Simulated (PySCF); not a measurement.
Atomic charges by several schemes

Compound: C8H12SSi.
Atom-mapped SMILES: `[CH3:1][C:2](=[S:3])[C:4]1=[CH:5][SiH2:6][CH:7]=[CH:8][CH2:9][CH2:10]1` (hydrogens: H11, H12, H13 on C1; H14 on C5; H15, H16 on Si6; H17 on C7; H18 on C8; H19, H20 on C9; H21, H22 on C10)

Geometry (GFN2-xTB, Å), atoms numbered from 1 in this order:
```xyz
22
C8H12SSi angstrom
C     -2.9397   -0.5414   -0.3308
C     -2.1049    0.6968   -0.3911
S     -2.8554    2.1498   -0.2378
C     -0.6708    0.5947   -0.5872
C      0.1276    1.6690   -0.4564
Si     1.9990    1.5758   -0.5855
C      2.5736    0.0956    0.4252
C      1.9052   -1.0039    0.7545
C      0.5255   -1.4266    0.3466
C     -0.0578   -0.7467   -0.8983
H     -3.0055   -0.9985   -1.3196
H     -2.5135   -1.2749    0.3525
H     -3.9468   -0.2906   -0.0064
H     -0.3410    2.6135   -0.2128
H      2.5677    2.7944   -0.0010
H      2.4100    1.4518   -1.9933
H      3.5761    0.1842    0.8285
H      2.3804   -1.7293    1.4098
H     -0.1423   -1.2686    1.2018
H      0.5580   -2.5068    0.1713
H     -0.7979   -1.4095   -1.3463
H      0.7421   -0.6094   -1.6281
```

Density: PBE0/pcSseg-1 (PySCF); schemes: Mulliken, IAO, Hirshfeld and ESP-fitted. The structure is a single GFN2-xTB conformer in the gas phase; no vibrational or solvent corrections.

Problem. Atoms with like bonding are taken together and averaged. For which atoms does the sign change between the 4 schemes (beyond +0.03 e in one, beyond −0.03 e in another)?

Solution. C2. Atomic charges aren't observables, and each scheme defines them in its own way.

Problem. Do the Mulliken, IAO, Hirshfeld and ESP-fitted schemes agree on where the charge is lowest?

Solution. All schemes agree: Mulliken C7 (-0.414); IAO C7 (-0.456); Hirshfeld C7 (-0.155); ESP-fitted C7 (-0.393).

Problem. Give the atomic charges in each scheme.

Solution. In e; atoms taken as equivalent share a row and are averaged (×n: the atom named and its like, n in all):

```csv
atom,environment,Mulliken,IAO,Hirshfeld,ESP-fitted
C1,methyl carbon,-0.156,-0.432,-0.121,-0.273
C2,thiocarbonyl carbon,-0.341,-0.033,+0.049,+0.208
S3,thiocarbonyl sulfur,-0.068,-0.107,-0.119,-0.252
C4,fully substituted alkene carbon,-0.180,+0.002,+0.001,-0.069
C5,alkene CH carbon,-0.262,-0.379,-0.118,-0.276
Si6,SiH2 silicon,+0.719,+0.741,+0.334,+0.520
C7,alkene CH carbon,-0.414,-0.456,-0.155,-0.393
C8,alkene CH carbon,-0.145,-0.105,-0.026,-0.073
C9,allylic carbon,-0.181,-0.263,-0.064,-0.089
C10,allylic carbon,-0.183,-0.268,-0.068,-0.016
H11/H12/H13,methyl hydrogen,+0.143,+0.161,+0.050,+0.095
H14,vinylic hydrogen,+0.134,+0.172,+0.029,+0.129
H15/H16,Si–H hydrogen,-0.073,-0.118,-0.076,-0.112
H17,vinylic hydrogen,+0.126,+0.155,+0.040,+0.155
H18,vinylic hydrogen,+0.103,+0.142,+0.045,+0.103
H19/H20,methylene hydrogen,+0.140,+0.148,+0.045,+0.077
H21/H22,methylene hydrogen,+0.142,+0.145,+0.042,+0.055
```

Mean size of the charges over all atoms: IAO 0.207 e, Mulliken 0.189 e, ESP-fitted 0.151 e, Hirshfeld 0.075 e. Each set sums to the total charge, 0, to within 0.001 e. The Hirshfeld scheme divides the density at each point in proportion to the densities of the neutral, spherically averaged free atoms. The IAO scheme counts the electrons in orthogonalised intrinsic atomic orbitals, a minimal basis polarised so that it spans the occupied orbitals exactly.

Some averages cover members that differ in this geometry: H11/H12/H13, ESP-fitted +0.068 to +0.118; H19/H20, ESP-fitted +0.057 to +0.097; H21/H22, Mulliken +0.126 to +0.158; H15/H16, Mulliken -0.086 to -0.059 e.

Problem. How many electrons does the Mulliken scheme count on C10?

Solution. Z − q = 6 − (-0.183) = 6.183.

Problem. How closely do the schemes follow one another over all atoms?

Solution. Correlation coefficient and root-mean-square difference: Hirshfeld with ESP-fitted 0.95, 0.103 e; IAO with Hirshfeld 0.95, 0.171 e; Mulliken with IAO 0.91, 0.106 e; IAO with ESP-fitted 0.91, 0.119 e; Mulliken with Hirshfeld 0.85, 0.159 e; Mulliken with ESP-fitted 0.78, 0.148 e.

These values come from a run that also computed NMR shieldings. The run took 85 s wall (grids of density and orbitals included) on Arm Neoverse V2, one thread, shared host, and the process peaked at 1.2 GiB of memory.
